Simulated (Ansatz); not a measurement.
Start from `C[SiH](F)Br` and change one atom or group to get `CC[SiH](F)Br`.

Ansatz, PBE0-D4/def2-TZVP geometries, multiplicity 1. Each molecule was computed in one conformer, which needn't be the lowest.

Scalar relativity is left out up to krypton.

```json
{"property": "LUMO energy (B3LYP/def2-TZVPP) / eV", "`C[SiH](F)Br`": "0.28"}
{"property": "size of the dipole moment (PBE/def2-TZVPP) / D", "`C[SiH](F)Br`": "2.04"}
{"property": "HOMO energy (PBE/def2-TZVPP) / eV", "`C[SiH](F)Br`": "-7.20"}
{"property": "LUMO energy (PBE0/def2-TZVPP) / eV", "`C[SiH](F)Br`": "0.50"}
{"property": "HOMO energy (B3LYP/def2-TZVPP) / eV", "`C[SiH](F)Br`": "-8.24"}
{"property": "HOMO–LUMO gap (B3LYP/def2-TZVPP) / eV", "`C[SiH](F)Br`": "8.52"}
```

Task: What does the change do to each property? (Estimate.)

Result: Computed: 
```
                                      property  `CC[SiH](F)Br`  shift
           LUMO energy (B3LYP/def2-TZVPP) / eV            0.18  -0.10
size of the dipole moment (PBE/def2-TZVPP) / D            2.18   0.14
             HOMO energy (PBE/def2-TZVPP) / eV           -7.08   0.12
            LUMO energy (PBE0/def2-TZVPP) / eV            0.41  -0.09
           HOMO energy (B3LYP/def2-TZVPP) / eV           -8.13   0.11
         HOMO–LUMO gap (B3LYP/def2-TZVPP) / eV            8.30  -0.22
```

With PBE0 the HOMO rises by 0.14 eV and the LUMO falls by 0.09 eV, so the gap narrows by about 0.23 eV. PBE moves the HOMO by 0.12 eV and ωB97M-V by 0.14 eV. Dipoles are sizes alone; their direction can turn.

B3LYP here is the variant with VWN-RPA as its local correlation; programs differ in this.

Spin–orbit coupling is left out; it splits and shifts lone-pair levels of the heavy atoms by tenths of an eV.
